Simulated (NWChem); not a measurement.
**Basis-set dependence for CSi**

```xyz
2

Si     0.0000     0.0000     0.5212
C      0.0000     0.0000    -1.2161
```
Charge 0, spin multiplicity 3.

All runs are NWChem calculations. Structure: optimised with UPBE/def2-SVP, a minimum by its harmonic frequencies.

Hartree-Fock energies in Ha, correlation energies in mHa.

The correlated methods keep 6 core orbitals frozen. The Pople sets run with spherical d functions. This spin state was chosen for the runs; another may lie lower. The structure started from a generated list of species. The unpaired electrons of the parent sit in orbitals of symmetry a1 and b1 (C2v labels of the run); other states weren't searched. The stability of the SCF solutions was not checked. Open-shell Hartree-Fock references start from PBE0 orbitals. Coupled-cluster values serve here as a point of comparison, not as the truth.

```json
[
 {"basis": "6-31G*", "functions": "32", "UHF": "-326.60513", "CCSD on ROHF": "-192.9", "CCSD[T] on ROHF": "-205.6", "CCSD(T) on ROHF": "-204.1"},
 {"basis": "cc-pVDZ", "functions": "32", "UHF": "-326.62608", "CCSD on ROHF": "-198.3", "CCSD[T] on ROHF": "-211.3", "CCSD(T) on ROHF": "-209.9"},
 {"basis": "cc-pVTZ", "functions": "64", "UHF": "-326.64466", "CCSD on ROHF": "-229.2", "CCSD[T] on ROHF": "-246.6", "CCSD(T) on ROHF": "-245.3"},
 {"basis": "cc-pVQZ", "functions": "114", "UHF": "-326.65006", "CCSD on ROHF": "-238.6", "CCSD[T] on ROHF": "-257.3", "CCSD(T) on ROHF": "-255.9"}
]
```

From cc-pVTZ to cc-pVQZ the Hartree-Fock energy moves by -5.4 mHa and the CCSD on ROHF correlation energy by -9.4 mHa, which is 4 % of its value in the larger set.
